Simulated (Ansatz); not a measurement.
```yaml
crystal:
  periodic: [false, false, false]
  atoms:
    - {symbol: C, position_ang: [-0.313715, 0.528521, -1.441744]}
    - {symbol: N, position_ang: [-0.074468, -0.069563, -0.191527]}
    - {symbol: C, position_ang: [1.567094, 0.670449, 0.185831]}
    - {symbol: C, position_ang: [0.339772, -1.513992, -0.079097]}
    - {symbol: Al, position_ang: [-1.274434, 0.458316, 1.377228]}
    - {symbol: H, position_ang: [-0.575590, 1.432166, -1.573020]}
    - {symbol: H, position_ang: [-1.092157, 0.042422, -1.514104]}
    - {symbol: H, position_ang: [-1.392157, 0.042422, -1.564104]}
    - {symbol: H, position_ang: [1.634367, 0.347979, 1.162785]}
    - {symbol: H, position_ang: [1.258594, 1.738658, 0.184633]}
    - {symbol: H, position_ang: [2.221920, 0.365545, -0.599057]}
    - {symbol: H, position_ang: [0.551963, -1.838493, 1.059034]}
    - {symbol: H, position_ang: [0.853907, -1.840101, -0.462923]}
    - {symbol: H, position_ang: [-0.654593, -2.022828, -0.269221]}
    - {symbol: H, position_ang: [-1.247619, 2.229501, 1.012874]}
    - {symbol: H, position_ang: [-2.699517, -0.283003, 0.899323]}
    - {symbol: H, position_ang: [-0.576901, 0.034127, 2.733909]}
basis:
  gaussian: {orbitals: def2-SVP, nuclear_model: gaussian}
total_charge: -1
magnetization: {spin_polarized: true, initial_magnetization: 1}
hamiltonian: {xc: {name: CAM-B3LYP}, dispersion: d4}
accuracy: high
output: {forces: true}
```

```sh
$ ansatz run in.yaml --threads 4 --pin off --events-out ev --progress --plain --max-ram 11315MiB
```

Shortened log:

```
Functional definition: CAM-B3LYP
3335 factors; integrals over basis functions are off by at most 3.9e-9 eV
596 factors; integrals over basis functions are off by at most 2.3e-9 eV
mean field evaluation 1: about -11349.4372 eV, gradient 2.6e1 eV
mean field evaluation 2: about -11350.7662 eV, gradient 2.3e1 eV
mean field evaluation 4: about -11353.0106 eV, gradient 2.4e0 eV
mean field evaluation 8: about -11353.4301 eV, gradient 7.6e-1 eV
mean field evaluation 16: about -11353.5322 eV, gradient 6.6e-2 eV
mean field evaluation 32: about -11353.5330 eV, gradient 1.8e-5 eV
mean field -11353.53302315 eV, -417.2346428998 hartree, gradient 6.6e-8 eV, S^2 0.755270; 4 other end points of the search recorded, 0 dependent functions left out
reference -11353.53304744 eV, -417.2346437921 hartree; 26, 25 occupied and 108, 109 virtual orbitals, 3335 factors
Total energy: -11353.92009490 eV, -417.2488675241 hartree
Atom 0 at    -0.313715     0.528521    -1.441744 Å, force    12.997857    -2.554904     1.057915 eV/Å
Atom 1 at    -0.074468    -0.069563    -0.191527 Å, force    -1.164841    -1.598926     3.148842 eV/Å
Atom 2 at     1.567094     0.670449     0.185831 Å, force     2.080523     4.045779    -0.549916 eV/Å
Atom 3 at     0.339772    -1.513992    -0.079097 Å, force   -33.705413    18.682325    24.901714 eV/Å
Atom 4 at    -1.274434     0.458316     1.377228 Å, force     0.463764     1.144789    -2.297316 eV/Å
Atom 5 at    -0.575590     1.432166    -1.573020 Å, force    -1.860859     7.647516     0.109015 eV/Å
Atom 6 at    -1.092157     0.042422    -1.514104 Å, force   104.388880    -8.707294    16.555518 eV/Å
Atom 7 at    -1.392157     0.042422    -1.564104 Å, force  -116.851854     1.834214   -19.659391 eV/Å
Atom 8 at     1.634367     0.347979     1.162785 Å, force     0.730345    -1.201838     2.266616 eV/Å
Atom 9 at     1.258594     1.738658     0.184633 Å, force     0.365949    -0.402810    -0.330474 eV/Å
Atom 10 at     2.221920     0.365545    -0.599057 Å, force     0.711388    -0.374582    -0.446919 eV/Å
Atom 11 at     0.551963    -1.838493     1.059034 Å, force    -0.334898     1.275406    -2.028435 eV/Å
Atom 12 at     0.853907    -1.840101    -0.462923 Å, force    31.315048   -18.224498   -24.044152 eV/Å
Atom 13 at    -0.654593    -2.022828    -0.269221 Å, force     0.988519    -0.360445     0.053245 eV/Å
Atom 14 at    -1.247619     2.229501     1.012874 Å, force    -0.299139    -1.291865     0.521019 eV/Å
Atom 15 at    -2.699517    -0.283003     0.899323 Å, force     0.236108     0.253368     0.370685 eV/Å
Atom 16 at    -0.576901     0.034127     2.733909 Å, force    -0.061376    -0.166235     0.372036 eV/Å
Dipole moment:     0.000362    -0.635785    -0.590812 e Å
```

In this input one atom was put on top of another. Self-consistency was reached. The result belongs to that input, not to the molecule as meant.
